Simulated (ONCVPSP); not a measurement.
# lithium: excitation energies, all-electron against ONCV

lithium, optimised norm-conserving Vanderbilt (ONCV), made with ONCVPSP 4.0.1 (PBEsol, scalar-relativistic). Core none, reference 1s2 (charge +1). Waves: 1s: rc 0.60 bohr, ncon 4, nbas 9, qcut 22.9 1/bohr, 2 projectors, debl 2.1 Ha; p scattering state at 0.11 Ha: rc 0.55 bohr, ncon 3, nbas 7, qcut 18 1/bohr, 2 projectors, debl 1.2 Ha; d scattering state at 0.08 Ha: rc 0.55 bohr, ncon 5, nbas 10, qcut 16.4 1/bohr, 3 projectors, debl 1 Ha. Local part: polynomial inside 0.55 bohr (lpopt 5, dvloc0 6 Ha). Core correction: none.

In the s channel the program set the typed energies aside and used -2.199, 0.250 Ha.

Energies are relative to the spin-unpolarised reference configuration 1s2; without spin polarisation the order of configurations can differ from experiment.

(1) Give the all-electron excitation energy and the error of the potential for: 1s2 2s1; 1s2 2s0.5; 1s2 2p1; 1s1 2s1.

Levels in the configuration 1s2 2p1:

```
level  all-electron (eV)  pseudo (eV)
   1s            -52.924      -52.925
   2p             -1.538       -1.538
```

## Answers

(1)

```csv
valence configuration,charge,ΔE all-electron (eV),error AE − PS (meV)
1s2 2s1,0,-5.187,+0.1
1s2 2s0.5,+0.5,-3.174,0.0
1s2 2p1,0,-3.426,0.0
1s1 2s1,+1,62.590,+47
```
